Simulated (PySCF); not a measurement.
Si(OH) (HOSi), SMILES O[Si] (connectivity only; charge and spin as stated), neutral, multiplicity 2.

The structure is a stationary point at PBE-D3(BJ)/def2-TZVPD.

All values below come from PBE-D3(BJ)/def2-TZVPD (PySCF).

Frequencies are harmonic and unscaled.

| mode | ν (cm⁻¹) | IR (km/mol) | moving atoms (share of kinetic energy) |
|---|---|---|---|
| 1 | 732 | 163.1 | H 73 %, O 23 % |
| 2 | 834 | 49.2 | O 46 %, Si 35 %, H 19 % |
| 3 | 3677 | 94.2 | H 94 % |
